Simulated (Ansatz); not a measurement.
fac-[CrF3(NH3)3]- (CrN₃F₃H₉⁻). Total charge -1; triplet. Geometry PBE0-D4/def2-SVPD; atoms count from 1.

Cartesian coordinates in Å:
```
Cr -0.761 -0.178 -0.042
F -1.279 -1.743 -0.919
F -1.724 -0.419 1.540
F -1.925 1.009 -0.893
N -0.010 1.543 0.906
N 0.466 0.127 -1.723
N 0.678 -1.405 0.879
H -0.380 1.477 1.855
H -0.468 2.315 0.421
H 0.999 1.699 0.935
H -0.004 0.874 -2.235
H 0.382 -0.742 -2.250
H 1.451 0.362 -1.590
H 0.318 -1.526 1.827
H 1.653 -1.102 0.911
H 0.605 -2.291 0.379
```

The charge -1 triplet is spin-contaminated (final ⟨S²⟩ up to 3.01, 2.00 for a pure state). The highest occupied level of the charge -1 triplet lies above zero (up to 1.03 eV). The electron is either unbound and held by the finite basis, or the level is raised by self-interaction error.

Estimate the Mulliken populations from the PBE0/def2-TZVPD orbitals of Ansatz.


```
atom  charge (e)  spin (α − β)  d electrons
 Cr1       -1.10          1.31         4.27
  F2       -0.65          0.08            –
  F3       -0.65          0.08            –
  F4       -0.64          0.08            –
  N5       -0.12          0.21            –
  N6       -0.12          0.21            –
  N7       -0.12          0.21            –
  H8        0.19         -0.08            –
  H9        0.19         -0.08            –
 H10        0.42          0.11            –
 H11        0.19         -0.09            –
 H12        0.19         -0.09            –
 H13        0.42          0.12            –
 H14        0.19         -0.08            –
 H15        0.42          0.11            –
 H16        0.19         -0.08            –
```
Mulliken values depend strongly on the basis. With diffuse functions, as here, like atoms can get unlike values, and bond orders can come out too low or too high.

Where does the spin sit?

Summed by element: Cr 1.31, F 0.23, N 0.63, H -0.16, of 2 unpaired in all. Largest on single atoms: Cr1 1.31, N7 0.21, N6 0.21.
